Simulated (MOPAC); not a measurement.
Input file for MOPAC: PM6 on AsH4In (SMILES [AsH2][InH2]), a point of a torsion scan.

```
PM6 1SCF PRECISE CHARGE=0 THREADS=1
AsH4In

As    -1.64801560 1    -0.32671810 1    -0.73523218 1
In     0.94798733 1    -0.18249696 1    -0.71381918 1
H     -1.66732690 1     1.05527425 1    -0.12253891 1
H     -1.56602739 1    -0.91514444 1     0.65315938 1
H      1.93676571 1     1.02500611 1    -1.54384826 1
H      2.03959281 1    -1.27592754 1     0.14552865 1
```

Output:

```
*******************************************************************************
 **                                                                           **
 **                              MOPAC v23.2.5                                **
 **                                                                           **
 *******************************************************************************
 ** MOPAC's Digital Object Identifier: https://doi.org/10.5281/zenodo.6511958 **
 **                                                                           **
 ** Please cite the open-source release paper for use of this MOPAC version:  **
 ** J. E. Moussa and J. J. P. Stewart (2026)                                  **
 ** MOPAC: An open-source semiempirical molecular orbital program             **
 ** J. Open Source Softw., 11(119), 8025, https://doi.org/10.21105/joss.08025 **
 *******************************************************************************

                              PM6 CALCULATION RESULTS

 *******************************************************************************
 *  PM6        - The PM6 Hamiltonian to be used
 *
 *
 *
 *                 CHARGE ON SYSTEM = 0
 *
 *
 *
 *  PRECISE    - TIGHTER CRITERIA TO BE USED
 *  1SCF       - DO 1 SCF AND THEN STOP
 *  THREADS=1  - MULTI-THREADING NOT USED
 *  T=         - A TIME OF 172800.0 SECONDS REQUESTED
 *  DUMP=N     - RESTART FILE WRITTEN EVERY 7200.0 SECONDS REQUESTED
 *******************************************************************************
PM6 1SCF PRECISE CHARGE=0 THREADS=1
 AsH4In

   ATOM   CHEMICAL          X               Y               Z
  NUMBER   SYMBOL      (ANGSTROMS)     (ANGSTROMS)     (ANGSTROMS)

     1      As         -1.64801560  *  -0.32671810  *  -0.73523218  *
     2      In          0.94798733  *  -0.18249696  *  -0.71381918  *
     3       H         -1.66732690  *   1.05527425  *  -0.12253891  *
     4       H         -1.56602739  *  -0.91514444  *   0.65315938  *
     5       H          1.93676571  *   1.02500611  *  -1.54384826  *
     6       H          2.03959281  *  -1.27592754  *   0.14552865  *



          CARTESIAN COORDINATES

    NO.       ATOM           X           Y           Z

     1        As         -1.6480     -0.3267     -0.7352
     2        In          0.9480     -0.1825     -0.7138
     3         H         -1.6673      1.0553     -0.1225
     4         H         -1.5660     -0.9151      0.6532
     5         H          1.9368      1.0250     -1.5438
     6         H          2.0396     -1.2759      0.1455

 General Reference for PM6:
 "Optimization of Parameters for Semiempirical Methods V: Modification of NDDO Approximations
 and Application to 70 Elements", J. J. P. Stewart, J. Mol. Mod., 13, 1173-1213 (2007)
 URL: https://link.springer.com/article/10.1007/s00894-007-0233-4

           Empirical Formula: H4 As In  =     6 atoms



      MOLECULAR POINT GROUP   :   C1


      RHF CALCULATION, NO. OF DOUBLY OCCUPIED LEVELS = 6


 -------------------------------------------------------------------------------
 PM6 1SCF PRECISE CHARGE=0 THREADS=1
 AsH4In



     1SCF WAS SPECIFIED, SO BFGS WAS NOT USED
     SCF FIELD WAS ACHIEVED


                              PM6 CALCULATION
                                                       MOPAC v23.2.5 Linux




          FINAL HEAT OF FORMATION =         69.37965 KCAL/MOL =     290.28444 KJ/MOL


          COSMO AREA              =        108.62 SQUARE ANGSTROMS
          COSMO VOLUME            =         93.62 CUBIC ANGSTROMS

          IONIZATION POTENTIAL    =          9.484362 EV
          HOMO LUMO ENERGIES (EV) =         -9.484  1.175
          NO. OF FILLED LEVELS    =          6
          MOLECULAR WEIGHT        =        193.7732         POINT GROUP:  C1

          MOLECULAR DIMENSIONS (Angstroms)

            Atom       Atom       Distance
            H     5    H     4     4.56734
            H     6    H     3     4.03441
            H     3   As     1     1.18707


          SCF CALCULATIONS        =          1





   ATOM   CHEMICAL          X               Y               Z
  NUMBER   SYMBOL      (ANGSTROMS)     (ANGSTROMS)     (ANGSTROMS)

     1      As         -1.64801560  *  -0.32671810  *  -0.73523218  *
     2      In          0.94798733  *  -0.18249696  *  -0.71381918  *
     3       H         -1.66732690  *   1.05527425  *  -0.12253891  *
     4       H         -1.56602739  *  -0.91514444  *   0.65315938  *
     5       H          1.93676571  *   1.02500611  *  -1.54384826  *
     6       H          2.03959281  *  -1.27592754  *   0.14552865  *

                             CARTESIAN COORDINATES

   1   As       -1.648015600    -0.326718100    -0.735232180
   2   In        0.947987330    -0.182496960    -0.713819180
   3    H       -1.667326900     1.055274250    -0.122538910
   4    H       -1.566027390    -0.915144440     0.653159380
   5    H        1.936765710     1.025006110    -1.543848260
   6    H        2.039592810    -1.275927540     0.145528650


           Empirical Formula: H4 As In  =     6 atoms



      MOLECULAR POINT GROUP   :   C1


                  EIGENVALUES
 -17.24073 -13.24404 -12.32606 -10.77611 -10.51733  -9.48436   1.17506   2.55319
   3.29332   3.75646   3.79666   3.89872  55.08122  55.09581  55.14472  55.17647
  55.25597


              NET ATOMIC CHARGES AND DIPOLE CONTRIBUTIONS

  ATOM NO.   TYPE          CHARGE      No. of ELECS.   s-Pop       p-Pop       d-Pop
    1         As           0.091141        4.9089     1.78086     3.12138     0.00662
    2         In          -0.009326        3.0093     1.14596     1.86337
    3          H          -0.026767        1.0268     1.02677
    4          H          -0.027252        1.0273     1.02725
    5          H          -0.013770        1.0138     1.01377
    6          H          -0.014027        1.0140     1.01403
 DIPOLE           X         Y         Z       TOTAL
 POINT-CHG.    -0.610    -0.133    -0.267     0.679
 HYBRID         0.790     0.408     0.913     1.275
 SUM            0.180     0.276     0.646     0.725


          ATOMIC ORBITAL ELECTRON POPULATIONS

     Atom    s        px        py        pz      x^2-y^2     xz        z^2       yz        xy
    1 As   1.78086   1.02277   0.99691   1.10170   0.00178   0.00011   0.00225   0.00244   0.00004
    2 In   1.14596   0.91358   0.61453   0.33525
    3  H   1.02677
    4  H   1.02725
    5  H   1.01377
    6  H   1.01403

 **********************
 *                    *
 * JOB ENDED NORMALLY *
 *                    *
 **********************




 == MOPAC DONE ==
```

The run finished.

Cost: around 0.04 core-seconds (rough).
